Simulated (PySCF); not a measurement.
A calculated (wB97X, PySCF 2.14, ANO-RCC-VTZP, the spin-free X2C one-electron Hamiltonian (Gaussian nucleus)) atom or ion has these occupied shells.

```tsv
shell	electrons	orbital energy (eV)	rms radius, mean of both spins (bohr)
1s α	1	-7064.0	0.0675
1s β	1	-7063.9	0.0675
2s α	1	-871.98	0.289
2s β	1	-869.22	0.289
2p α	3	-748.33	0.261
2p β	3	-746.06	0.261
3s α	1	-141.10	0.868
3s β	1	-134.39	0.868
3p α	3	-105.98	0.919
3p β	3	-98.795	0.919
3d α	5	-50.337	1.10
```

Problem. Name the element and its charge.

Solution. Fe(3+) (iron, charge +3), in [Ar] 3d5, high-spin 6S determinant.
